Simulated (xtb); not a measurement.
C2H4, charge +1, doublet, geometry from GFN2-xTB (a state made from the parent by changing its charge; the spin is typed, not shown lowest); xtb with GFN0-xTB.

xtb was given this input:
```
$ xtb mol.xyz --gfn 0 --chrg 1 --uhf 1 --hess --json

# file mol.xyz
6

C     -0.65225698    -0.04060582     0.00295843
C      0.65225698     0.04060582    -0.00295843
H     -1.33013860     0.73875621     0.37284167
H     -1.23155843    -0.89823292    -0.36122265
H      1.33677212    -0.81125790     0.09455829
H      1.22492491     0.97073461    -0.10617731
```

What the program printed (banner, timings and long lists left out):

```
   ID    Z sym.   atoms
    1    6 C      1, 2
    2    1 H      3-6

           -------------------------------------------------
          |                Calculation Setup                |
           -------------------------------------------------

           -------------------------------------------------
          |                 G F N 0 - x T B                 |
           -------------------------------------------------

          ...................................................
          :                      SETUP                      :
          :.................................................:
          :  # basis functions                  16          :
          :  # atomic orbitals                  16          :
          :  # shells                           12          :
          :  # electrons                        11          :
          :  electronic temp.          300.0000000     K    :
          :  accuracy                    1.0000000          :
          :  -> integral cutoff          0.2500000E+02      :
          :  -> integral neglect         0.1000000E-07      :
          ...................................................

         :::::::::::::::::::::::::::::::::::::::::::::::::::::
         ::                     SUMMARY                     ::
         :::::::::::::::::::::::::::::::::::::::::::::::::::::
         :: total energy              -4.584781664619 Eh    ::
         :: gradient norm              0.080433628136 Eh/a0 ::
         :: HOMO-LUMO gap              4.404089380617 eV    ::
         ::.................................................::
         :: H0 energy                 -6.112181950043 Eh    ::
         :: repulsion energy           0.126573791963 Eh    ::
         :: electrostat energy         1.401265624189 Eh    ::
         :: -> Gsolv                   0.000000000000 Eh    ::
         ::    -> Gsasa                0.000000000000 Eh    ::
         ::    -> Gshift               0.000000000000 Eh    ::
         :: dispersion energy         -0.000439130729 Eh    ::
         :: short-range corr.          0.000000000000 Eh    ::
         :: add. restraining           0.000000000000 Eh    ::
         :: total charge               1.000000000000 e     ::
         :::::::::::::::::::::::::::::::::::::::::::::::::::::

           -------------------------------------------------
          |                Numerical Hessian                |
[...]
          :  imag. cutoff                  -20.0000000 cm⁻¹ :
          :.................................................:

    mode    ω/cm⁻¹     T·S(HO)/kcal·mol⁻¹    T·S(FR)/kcal·mol⁻¹   T·S(vib)
   ------------------------------------------------------------------------
   ------------------------------------------------------------------------

   temp. (K)  partition function   enthalpy   heat capacity  entropy
                                   cal/mol     cal/K/mol   cal/K/mol   J/K/mol
 298.15  VIB   1.12                  262.425      3.518      1.109
         ROT   636.                  888.752      2.981     15.810
         INT   714.                 1151.177      6.499     16.919
         TR   0.144E+27             1481.254      4.968     35.913
         TOT                        2632.4311    11.4672    52.8319   221.0488

       T/K    H(0)-H(T)+PV         H(T)/Eh          T*S/Eh         G(T)/Eh
   ------------------------------------------------------------------------
    298.15    0.419505E-02    0.506051E-01    0.251022E-01    0.255029E-01
   ------------------------------------------------------------------------

         :::::::::::::::::::::::::::::::::::::::::::::::::::::
         ::                  THERMODYNAMIC                  ::
         :::::::::::::::::::::::::::::::::::::::::::::::::::::
         :: total free energy          -4.559278772106 Eh   ::
         ::.................................................::
         :: total energy               -4.584781664619 Eh   ::
         :: zero point energy           0.046410006924 Eh   ::
         :: G(RRHO) w/o ZPVE           -0.020907114412 Eh   ::
         :: G(RRHO) contrib.            0.025502892513 Eh   ::
         :::::::::::::::::::::::::::::::::::::::::::::::::::::

           -------------------------------------------------
          | TOTAL ENERGY               -4.584781664619 Eh   |
          | TOTAL ENTHALPY             -4.534176611670 Eh   |
          | TOTAL FREE ENERGY          -4.559278772106 Eh   |
          | GRADIENT NORM               0.080433628136 Eh/α |
          | HOMO-LUMO GAP               4.404089380617 eV   |
           -------------------------------------------------
########################################################################
[WARNING] Runtime exception occurred
-1- hessian_numhess: Hessian on incompletely optimized geometry!
########################################################################

normal termination of xtb
```
